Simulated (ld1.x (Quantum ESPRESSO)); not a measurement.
An all-electron radial function and its pseudo partner (dysprosium)

Columns: radius, all-electron u(r) and pseudo u(r) of the 6s shell (level -4.17 eV) of dysprosium in the configuration [Kr] 4d10 4f10 5s2 5p6 5d0 6s1.5 6p0.5; PBE, scalar-relativistic, PAW scheme, ld1.x (Quantum ESPRESSO) 7.5.

```tsv
r (bohr)	all-electron	pseudo
0.188	0.1012	0.2571
0.375	-0.1415	0.4657
0.562	-0.0572	0.5924
0.750	0.1419	0.6216
0.938	0.2442	0.5588
1.125	0.2362	0.4288
1.312	0.1578	0.2640
1.500	0.0458	0.0941
1.688	-0.0737	-0.0583
1.875	-0.1855	-0.1834
2.062	-0.2832	-0.2836
2.250	-0.3646	-0.3646
2.438	-0.4291	-0.4291
2.625	-0.4778	-0.4778
2.812	-0.5129	-0.5129
3.000	-0.5365	-0.5365
3.188	-0.5503	-0.5503
3.375	-0.5559	-0.5559
3.562	-0.5547	-0.5547
3.750	-0.5478	-0.5478
3.938	-0.5362	-0.5362
4.125	-0.5208	-0.5208
4.312	-0.5025	-0.5025
4.500	-0.4818	-0.4818
4.688	-0.4595	-0.4595
4.875	-0.4363	-0.4363
```

(1) How many radial nodes do the two functions have?

(2) At about which radius was the pseudo-wave matched?

(3) Is the pseudo-wave norm-conserving?

Results:

(1) The all-electron 6s function has n − l − 1 = 5 (the table is too coarse to show those close to the nucleus); the pseudo-wave has 1, since 1 lower shell of the same l stays in the valence.

(2) 2.30 bohr. The columns agree to 0.0005 from 2.06 bohr on; several derivatives are matched, so the curves merge somewhat inside the radius.

(3) No, it belongs to a PAW set: the norm inside the radius is not constrained, and the difference is carried by the augmentation charge.
